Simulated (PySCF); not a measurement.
Computed shifts of a molecule CH6OSi, PySCF with PBE0/pcSseg-1, GIAO, gas phase, equivalent atoms averaged, in ppm (number of nuclei): ²⁹Si: -11.0 (1). ¹³C: 0.8 (1). ¹H: 5.19 (1), 4.98 (1), 0.75 (1), 0.24 (3). References: ²⁹Si against TMS (σ = 352.7 ppm); ¹³C against TMS (σ = 186.3 ppm); ¹⁷O against H2O (σ = 334.2 ppm); ¹H against TMS (σ = 31.56 ppm), references at their B3LYP-D3(BJ)/def2-TZVP geometries, non-relativistic. Coordinates come from a B3LYP-D3(BJ)/def2-TZVP optimisation. The values are those of a single conformer.

Problem. Pick the molecule that these values belong to.
(A) CO[SiH3]
(B) OC[SiH3]
(C) C[SiH2]O

Solution. C, C[SiH2]O
